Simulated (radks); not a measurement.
Q: Valence configurations of Nd II (all share [Xe]). Method: scalar-relativistic Kohn-Sham, PBEsol, spin-polarised, spherical densities, finite nucleus; open shells are filled with parallel spins first (spin-orbit coupling, left out, can overturn this in heavy ions); Fermi nuclear charge, rms radius 4.9123 fm; computed with a radial shooting solver on a logarithmic mesh with Libxc functionals. Order these by energy: 4f3.5 5d0.5 6s1; 4f3.5 6s1.5; 4f3 6s1 6p1; 4f1.5 5d0.5 6s1 6p2; 4f2 5d2 6s1; 4f4 6s1; 4f3 6s2; 4f3.5 6s1 6p0.5; 4f3 5d1 6s1; 4f2 6s1 6p2.

A: From the lowest, in eV above it: 4f4 6s1 0.000; 4f3.5 5d0.5 6s1 0.876; 4f3.5 6s1.5 1.139; 4f3.5 6s1 6p0.5 2.323; 4f3 5d1 6s1 2.734; 4f3 6s2 3.665; 4f3 6s1 6p1 6.395; 4f2 5d2 6s1 9.832; 4f2 6s1 6p2 20.638; 4f1.5 5d0.5 6s1 6p2 27.388. NIST lists [Xe] 4f4 6s1 as the ground configuration; this level of theory agrees among the configurations tried. The energies are those of spherical high-spin densities, not of single terms.
